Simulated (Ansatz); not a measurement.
Ansatz (an electronic-structure program) job for BiI2, SMILES [I][Bi][I], multiplicity 2, B3LYP-D3(BJ)/def2-SVP. 

Ansatz 0.2 input:
```yaml
crystal:
  periodic: [false, false, false]
  atoms:
    - {symbol: Bi, position_ang: [-0.00000000, 0.00000000, 1.04129524]}
    - {symbol: I, position_ang: [0.00000000, 2.09515180, -0.81535382]}
    - {symbol: I, position_ang: [0.00000000, -2.09515180, -0.81535382]}
basis:
  gaussian:
    orbitals: def2-SVP
hamiltonian:
  xc: b3lyp
  dispersion: d3bj
magnetization: {spin_polarized: true, initial_magnetization: 1}
relax: {f_tol: 0.002, max_steps: 200}
```

Program output:

```
WARN ansatz: RAYON_NUM_THREADS=1 ignored (pool sized by the plan → 1); use --threads N
Functional definition: B3LYP
integrals: 0.04 GiB planned
1115 factors; integrals over basis functions are off by at most 9.9e-5 eV
mean field: 0.69 GiB planned
mean field evaluation 1: about -22050.6698 eV, gradient 9.8e0 eV
mean field evaluation 2: about -22047.8017 eV, gradient 2.2e1 eV
mean field evaluation 4: about -22051.5171 eV, gradient 4.6e-1 eV
mean field evaluation 8: about -22051.5476 eV, gradient 8.7e-3 eV
mean field evaluation 16: about -22051.5476 eV, gradient 6.7e-5 eV
mean field -22051.54755474 eV, -810.3794255609 hartree, gradient 6.7e-5 eV, S^2 0.752147; 0 other end points of the search recorded, 0 dependent functions left out
the calculation of the forces begins
reference -22051.54777035 eV, -810.3794334843 hartree; 37, 36 occupied and 41, 42 virtual orbitals, 1115 factors
relax step   1: F+E_penalty+E_count = -22051.84101672 eV  Δ(F+E_penalty+E_count) = +0.000e0 eV  max|allowed force component| = 3.497e-1 eV/Å  Δτ_max = 0.0000 Å  (30 SCF iters, accepted)
these checks for a lower state are left out or cut short: starts, cluster_reference, orbital_swaps, neighbouring_geometries, increment
integrals: 0.04 GiB planned
1115 factors; integrals over basis functions are off by at most 9.8e-5 eV
mean field: 0.69 GiB planned
mean field -22051.58326616 eV, -810.3807379313 hartree, gradient 2.0e-5 eV, S^2 0.752405; 0 other end points of the search recorded, 0 dependent functions left out
the calculation of the forces begins
reference -22051.58348540 eV, -810.3807459881 hartree; 37, 36 occupied and 41, 42 virtual orbitals, 1115 factors
relax step   2: F+E_penalty+E_count = -22051.86162291 eV  Δ(F+E_penalty+E_count) = -2.061e-2 eV  max|allowed force component| = 1.710e-1 eV/Å  Δτ_max = 0.1462 Å  (33 SCF iters, accepted)
these checks for a lower state are left out or cut short: starts, cluster_reference, orbital_swaps, neighbouring_geometries, increment
integrals: 0.04 GiB planned
1115 factors; integrals over basis functions are off by at most 9.9e-5 eV
mean field: 0.69 GiB planned
mean field evaluation 32: about -22051.5843 eV, gradient 2.0e-5 eV
mean field -22051.58425872 eV, -810.3807744073 hartree, gradient 2.0e-5 eV, S^2 0.752314; 0 other end points of the search recorded, 0 dependent functions left out
the calculation of the forces begins
reference -22051.58447705 eV, -810.3807824309 hartree; 37, 36 occupied and 41, 42 virtual orbitals, 1115 factors
relax step   3: F+E_penalty+E_count = -22051.86625765 eV  Δ(F+E_penalty+E_count) = -4.635e-3 eV  max|allowed force component| = 1.814e-2 eV/Å  Δτ_max = 0.0350 Å  (34 SCF iters, accepted)
these checks for a lower state are left out or cut short: starts, cluster_reference, orbital_swaps, neighbouring_geometries, increment
integrals: 0.04 GiB planned
1115 factors; integrals over basis functions are off by at most 9.9e-5 eV
mean field: 0.69 GiB planned
mean field -22051.58375266 eV, -810.3807558100 hartree, gradient 1.2e-5 eV, S^2 0.752302; 0 other end points of the search recorded, 0 dependent functions left out
the calculation of the forces begins
reference -22051.58397086 eV, -810.3807638288 hartree; 37, 36 occupied and 41, 42 virtual orbitals, 1115 factors
relax step   4: F+E_penalty+E_count = -22051.86632711 eV  Δ(F+E_penalty+E_count) = -6.947e-5 eV  max|allowed force component| = 1.121e-3 eV/Å  Δτ_max = 0.0056 Å  (28 SCF iters, accepted)
integrals: 0.04 GiB planned
1115 factors; integrals over basis functions are off by at most 9.9e-5 eV
mean field: 0.69 GiB planned
mean field -22051.58375266 eV, -810.3807558100 hartree, gradient 1.2e-5 eV, S^2 0.752302; 1 other end points of the search recorded, 0 dependent functions left out
the calculation of the forces begins
reference -22051.58397086 eV, -810.3807638288 hartree; 37, 36 occupied and 41, 42 virtual orbitals, 1115 factors
Total energy: -22051.86654531 eV, -810.3911482483 hartree
Atom 0 at     0.000000     0.000000     0.997954 Å, force     0.000000     0.000000     0.001121 eV/Å
Atom 1 at    -0.000000     2.198569    -0.793683 Å, force    -0.000000     0.000858    -0.000561 eV/Å
Atom 2 at     0.000000    -2.198569    -0.793683 Å, force     0.000000    -0.000858    -0.000561 eV/Å
Dipole moment:     0.000000     0.000000     0.597660 e Å
```

Self-consistency was reached.
